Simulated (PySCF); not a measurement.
pyridine-3-carbonitrile (C6H4N2), SMILES c1ncccc1C#N. Coordinates come from a PBE0-D3(BJ)/def2-SVP optimisation.

Computed with PBE0-D3(BJ)/def2-SVP run with PySCF.

Harmonic wavenumbers (cm⁻¹): 149, 165, 366, 415, 481, 568, 594, 638, 727, 803, 835, 961, 992, 1025, 1039, 1079, 1140, 1232, 1252, 1335, 1365, 1468, 1522, 1645, 1682, 2396, 3188, 3195, 3227, 3241. Rotational constants (GHz): 5.846, 1.570, 1.238; symmetry number 1.

Task: Work out the zero-point energy and the ideal-gas rigid-rotor harmonic-oscillator thermochemistry at 298.15 K and 1 atm.

Result: ZPE = ½ Σ hcν = ½ × 38725 cm⁻¹ = 231.63 kJ/mol. H − E(el) = 249.76 kJ/mol. Entropy in J/(mol K): translation 166.68, rotation 116.06, vibration 44.18, total 326.92. G − E(el) = 152.29 kJ/mol. Cp = 100.50 J/(mol K). Modes under 150 cm⁻¹ make the vibrational entropy uncertain.
